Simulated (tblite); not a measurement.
Species: C7H9B.
Geometry (GFN2-xTB, Å), atoms numbered from 1 in this order:
```xyz
17
C7H9B angstrom
B      3.546   -0.639   -0.175
C      2.267    0.050   -0.655
C      1.049   -0.149   -0.098
C     -0.150    0.492   -0.537
C     -1.371    0.296    0.011
C     -2.595    1.001   -0.498
C     -1.565   -0.584    1.094
C     -1.783   -1.321    2.019
H      3.502   -1.389    0.723
H      4.570   -0.419   -0.699
H      2.299    0.746   -1.488
H      0.948   -0.832    0.736
H     -0.064    1.182   -1.368
H     -2.781    0.729   -1.537
H     -2.454    2.080   -0.456
H     -3.470    0.738    0.092
H     -1.954   -1.969    2.826
```

Computed with GFN2-xTB (tblite): harmonic, unscaled wavenumbers at the GFN2-xTB geometry, gas phase. Errors from tens to a few hundred cm⁻¹ against measured bands are possible. Modes of hydrogen on boron can be 10 to 20 % off. One conformer, not necessarily the lowest. The optimisation stopped once no atom felt more than 0.01 eV/Å.

Lowest wavenumbers of the output (negative numbers stand for imaginary wavenumbers):
```
mode    cm-1
  1    -110.4
  2      90.7
  3      94.2
  4     121.1
  5     174.4
  6     197.1
  7     251.7
  8     284.2
```

Task: Is this structure a minimum?

Result: No. 1 mode is imaginary beyond 20i (110i cm⁻¹), so at this level the point lies at or near a first-order saddle.

Task: Which atoms move in the imaginary mode?

Result: 110i: H14 (methyl hydrogen) 34 %, H15 (methyl hydrogen) 34 %, H16 (methyl hydrogen) 29 %. These are shares of the mass-weighted motion.

Task: What is the remedy?

Result: Step along that mode in both directions, optimise again with tighter thresholds and repeat the frequencies. The zero-point energy of this point (81.6 kcal/mol) counts the 44 real modes alone, and thermal corrections from it aren't those of a minimum.
